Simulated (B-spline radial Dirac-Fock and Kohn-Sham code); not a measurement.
# Cl⁵⁺: eigenvalues, ΔSCF and the reference

System: Cl⁵⁺, configuration [Ne] 3s2.

The density-functional columns are spherical, spin-unpolarised Dirac-Kohn-Sham results without Breit or QED terms: −ε is minus the orbital energy of the initial state and ΔSCF the difference of two total energies. The reference in the last column comes from relaxed Dirac-Fock hole states (ΔSCF) with Breit and QED corrections and a finite nucleus. All numbers are from a radial finite-basis atomic code, in eV; a selection of levels is shown.

```
     level  LDA −ε  LDA ΔSCF  PBE −ε  PBE ΔSCF  Dirac-Fock
    K (1s)  2830.2    2933.5  2839.6    2943.2      2927.6
   L1 (2s)   335.8     358.8   336.9     359.9       370.9
L2 (2p1/2)   277.4     302.6   277.5     302.7       300.1
L3 (2p3/2)   275.7     300.7   275.7     300.8       298.4
   M1 (3s)   89.55     97.82   89.41     97.64       94.96
```

Problem. Order the estimates of the K (1s) level by their distance from the Dirac-Fock value, nearest first.
A. PBE −ε
B. PBE ΔSCF
C. LDA −ε
D. LDA ΔSCF

Solution. D (5.9 eV), B (15.6 eV), A (88.0 eV), C (97.4 eV).

For the outermost level NIST gives 96.94 ± 0.04 eV (semi-empirical); the differences from it are LDA −ε -7.39, LDA ΔSCF +0.88, PBE −ε -7.53, PBE ΔSCF +0.70, Dirac-Fock -1.98 eV.

Values without a named source are computed, but for edge energies of neutral atoms, which are taken from tables.
